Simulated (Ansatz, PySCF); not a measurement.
HI2Si, SMILES I[SiH]I (connectivity only; charge and spin as stated), charge +1, multiplicity 1. Atoms are numbered in the order given.

```xyz
4

I     -0.0016    -0.1372    -2.0677
Si     0.0041     0.9778     0.0000
I     -0.0016    -0.1372     2.0677
H      0.0117     2.4570     0.0000
```
Charge +1, spin multiplicity 1.

The structure is a stationary point at B3LYP-D3(BJ)/def2-SVP. The multiplicity is an assumed one; other spin states were not compared. The isomer is the one that the SMILES or the coordinates give; other isomers of the formula were not compared. The def2 effective core potentials stand for the cores of I; spin–orbit coupling is left out.

Two levels are set side by side: PBE-D3(BJ)/def2-SVP (Ansatz, an electronic-structure program) and B3LYP-D3(BJ)/def2-SVP (Ansatz). Each level has its own optimised geometry; the coordinates shown are those of the second. Frequencies come from the Hessian of PySCF at each geometry. Differences are taken from unrounded values.

| quantity | B3LYP-D3(BJ) |
|---|---|
| mean bond length (Å) | 2.059 |
| bond I1–Si2 (Å) | 2.349 |
| bond Si2–I3 (Å) | 2.349 |
| bond Si2–H4 (Å) | 1.479 |
| highest harmonic wavenumber (cm⁻¹) | 2282 |
| mean harmonic wavenumber (cm⁻¹) | 733 |
| zero-point energy (kcal/mol) | 6.29 |

Q: What does PBE-D3(BJ) give, and how far is it from B3LYP-D3(BJ)? (The exact figures need the calculation; the answer reports its results.)

A: 
```json
[
 {"quantity": "mean bond length (Å)", "PBE-D3(BJ)": "2.066", "PBE-D3(BJ) minus B3LYP-D3(BJ)": "0.007"},
 {"quantity": "bond I1–Si2 (Å)", "PBE-D3(BJ)": "2.353", "PBE-D3(BJ) minus B3LYP-D3(BJ)": "0.003"},
 {"quantity": "bond Si2–I3 (Å)", "PBE-D3(BJ)": "2.353", "PBE-D3(BJ) minus B3LYP-D3(BJ)": "0.003"},
 {"quantity": "bond Si2–H4 (Å)", "PBE-D3(BJ)": "1.494", "PBE-D3(BJ) minus B3LYP-D3(BJ)": "0.015"},
 {"quantity": "highest harmonic wavenumber (cm⁻¹)", "PBE-D3(BJ)": "2212", "PBE-D3(BJ) minus B3LYP-D3(BJ)": "-69"},
 {"quantity": "mean harmonic wavenumber (cm⁻¹)", "PBE-D3(BJ)": "710", "PBE-D3(BJ) minus B3LYP-D3(BJ)": "-23"},
 {"quantity": "zero-point energy (kcal/mol)", "PBE-D3(BJ)": "6.09", "PBE-D3(BJ) minus B3LYP-D3(BJ)": "-0.19"}
]
```

Exact exchange shortens and stiffens bonds; PBE has none. Differences between two approximate levels are no errors against the true value.
